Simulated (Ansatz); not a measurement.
NaPt3. Charge 0, multiplicity 2. Geometry PBE0-D4/def2-SVP, that of the charge +1 singlet; atoms count from 1.

Cartesian coordinates in Å:
```
Na -0.4580 -1.1240 -1.5659
Pt 0.0585 -0.7707 1.3718
Pt -1.0017 1.1820 0.2802
Pt 1.4012 0.7128 -0.0860
```

In the def2 sets Pt takes a core potential; there is no spin–orbit coupling. The structure comes from a short search, and lower isomers may exist.

**Question.** Estimate the Mulliken populations from the PBE0/def2-TZVP orbitals of Ansatz.

**Answer.** 
```tsv
atom	charge (e)	spin (α − β)	d electrons
Na1	0.42	-0.02	–
Pt2	-0.14	0.34	9.20
Pt3	-0.14	0.34	9.20
Pt4	-0.14	0.34	9.20
```
Mulliken values and Mayer orders depend strongly on the basis.

**Question.** Where does the spin sit?

**Answer.** Summed by element: Na -0.02, Pt 1.02, of 1 unpaired in all. Largest on single atoms: Pt4 0.34, Pt2 0.34, Pt3 0.34.

**Question.** And the Mayer bond orders between bonded heavy atoms (over 0.3)?

**Answer.** Na1–Pt2 0.32 (3.00 Å); Na1–Pt3 0.32 (3.00 Å); Na1–Pt4 0.32 (3.00 Å); Pt2–Pt3 0.75 (2.48 Å); Pt2–Pt4 0.75 (2.48 Å); Pt3–Pt4 0.75 (2.48 Å).
